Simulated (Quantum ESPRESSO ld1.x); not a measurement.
Results of a calculation; reference values are marked as such.
Lu18+, 53 electrons, occupied as [Kr] 4d10 4f7 (the NIST ground configuration).

Level of theory: non-relativistic Kohn-Sham, LDA (Slater exchange, Perdew-Zunger correlation), spin-polarised, spherical densities, point nucleus; open shells are filled with parallel spins first; relativity is left out, which matters for an element this heavy (ld1.x of Quantum ESPRESSO 7.5).

Energy parts (hartree):
part                       energy
total                 -13729.9668
kinetic                13725.5408
electron-nucleus      -31794.1352
Hartree                 4600.5881
exchange-correlation    -261.9606

Orbitals (lengths in bohr, moments of r in powers of bohr; <r^-3> diverges for s and p1/2):
orbital  occ.  eigenvalue (hartree)  <r^-3>  <1/r>
1s down     1            -2163.6614       -  70.41
1s up       1            -2163.6606       -  70.41
2s up       1             -366.1891       -  16.47
2s down     1             -366.1744       -  16.47
2p up       3             -351.1119   12440  16.51
2p down     3             -351.1033   12440  16.51
3s up       1              -95.4194       -  6.302
3s down     1              -95.1853       -  6.311
3p up       3              -88.4911    2626  6.252
3p down     3              -88.2772    2634  6.261
3d up       5              -75.5234   459.0  6.168
3d down     5              -75.3661   460.5  6.177
4s up       1              -31.1616       -  2.790
4s down     1              -30.8428       -  2.783
4p up       3              -28.2843   639.5  2.711
4p down     3              -27.9681   634.8  2.703
4d up       5              -23.0515   99.78  2.547
4d down     5              -22.7373   98.82  2.537
4f up       7              -16.2613   21.48  2.266
4f down     0              -15.9335   21.27  2.254
5s up       0              -14.4234       -  1.390
5s down     0              -14.2645       -  1.380
5p up       0              -13.2824   188.8  1.337
5p down     0              -13.1321   185.2  1.326
5d up       0              -11.2780   28.66  1.232
5d down     0              -11.1441   28.03  1.220
5f up       0               -8.8714   6.232  1.083
5f down     0               -8.7575   6.116  1.072

The highest occupied level is 4f up at -442.49 eV. Virial ratio -V/T = 2.00032. Spin moment in Bohr magnetons: 7. The density falls to 0.001 e/bohr^3 at r = 1.58 bohr.
